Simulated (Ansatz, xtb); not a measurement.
# Relative energy of two structures of F2GaH6NSi2

Structure I: `F[SiH2][N]([SiH3])[GaH][F]`, a singlet. Structure II: a singlet given by its coordinates. Both are isolated molecules in the gas phase, relaxed with PBE0-D4/def2-SVP; the shapes shown needn't be the lowest conformers.

I (Å):

```xyz
12

F     1.0185   -0.9824    1.2283
F    -1.0988   -3.3179   -0.3163
Ga   -2.2796   -2.0862    0.0914
N    -1.7088   -1.1494    1.5665
Si   -0.1442   -1.5135    2.2318
Si   -2.6688    0.1746    2.2094
H     0.0642   -2.9697    2.4129
H    -0.0086   -0.7583    3.5087
H    -1.9105    1.4616    2.1845
H    -3.0938   -0.0926    3.6166
H    -3.8880    0.3064    1.3540
H    -3.5764   -1.9148   -0.7275
```

II (Å):

```xyz
12

F    -0.9729   -3.5488    0.0213
F     1.3240    0.3790    1.2100
Ga   -2.5176   -2.0171    0.5526
N    -0.7945   -1.1620    0.7685
Si    0.2606   -2.4272    0.3315
Si   -0.3111    0.4015    1.2679
H     1.0184   -2.2998   -0.9401
H     1.1029   -3.0350    1.3938
H    -3.2207   -1.7682   -0.8200
H    -3.1413   -2.6023    1.8599
H    -0.7032    0.7217    2.6695
H    -0.7748    1.4832    0.3538
```

Close contacts (Å): F1–Ga3 2.24, F1–Si5 1.70, F2–Si6 1.64, Ga3–N4 1.94, Ga3–Si5 2.82, N4–Si5 1.70, N4–Si6 1.71, Ga3–H9 1.56, Ga3–H10 1.56, Si5–H7 1.49, Si5–H8 1.49, Si6–H11 1.49, Si6–H12 1.49.

Task: Which of the two would you expect CCSD(T)/def2-SVP + ΔMP2/def2-TZVPP electronic energies to favour?

Result: Structure II; the calculation gives E(II) − E(I) = −0.284 eV.

The same difference at several levels:

| level | geometry | E(II) − E(I) (eV) | departure from the last row (eV) | job, with rough time for the two |
| --- | --- | --- | --- | --- |
| PBE0-D4/def2-SVP | PBE0-D4/def2-SVP | −0.255 | +0.029 | optimisation, 3.4 min |
| HF/def2-SVP | PBE0-D4/def2-SVP | −0.303 | −0.020 | part of the CCSD(T) run |
| MP2/def2-SVP | PBE0-D4/def2-SVP | −0.191 | +0.093 | part of the CCSD(T) run |
| CCSD(T)/def2-SVP | PBE0-D4/def2-SVP | −0.189 | +0.094 | single point |
| CCSD(T)/def2-SVP + ΔMP2/def2-TZVPP | PBE0-D4/def2-SVP | −0.284 |  | single point, 2 min |

None of the levels shown reverses the order. The largest departure from CCSD(T)/def2-SVP + ΔMP2/def2-TZVPP is that of CCSD(T)/def2-SVP, 0.094 eV. Levels run at GFN2-xTB geometries aren't shown. The last row adds to CCSD(T) the change of the MP2 difference between the two basis sets, here −0.094 eV.

With thermal terms from frequencies at re-optimised GFN2-xTB minima (ideal gas, soft modes damped towards free rotors, one conformer each, 298.15 K, 1 atm): on the last row, ΔE + ΔZPE = −0.299, ΔH = −0.307, ΔG = −0.287 eV.

The correlated steps freeze 22 core orbitals; the filled d shell of Ga is correlated, in a basis made for valence electrons. Codes used: Ansatz 0.2.0, xtb 6.7.1; the last row on 2 threads of Arm Neoverse V1 on a shared host.
